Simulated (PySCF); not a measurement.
## Diatomic cations of Cs with the sixth-period p block

CCSD(T) with double-zeta basis sets in PySCF, for the lowest determinant that a PBE0 search found; no spin–orbit coupling. De refers to high-spin ground-configuration atoms (the charge goes to the atom of lower measured ionisation energy or higher electron affinity, which is not always the lowest computed limit).

```tsv
M	basis	reference, frozen orbitals	charged atom	state (unpaired electrons)	Re (Å)	ωe (cm⁻¹)	De (eV)
Tl	def2-SVP	UHF, 4	Cs+	doublet (σ ↑)	4.519	34.3	n/a
Pb	def2-SVP	UHF, 4	Cs+	triplet (σ ↑, π ↑)	4.410	33.4	n/a
Bi	def2-SVP	UHF, 4	Cs+	quartet (σ ↑, π ↑↑)	4.387	28.5	n/a
```

The shortest bond is that of CsBi⁺ (4.387 Å), the longest that of CsTl⁺ (4.519 Å).

The state changes along the series, so neighbouring rows are not always alike in their bonding.

Correlated steps freeze 4 core orbitals. These are scalar-relativistic numbers at best; spin–orbit coupling would shift them, the dissociation energy most. States were picked by a PBE0 search and need not be the measured ground states.
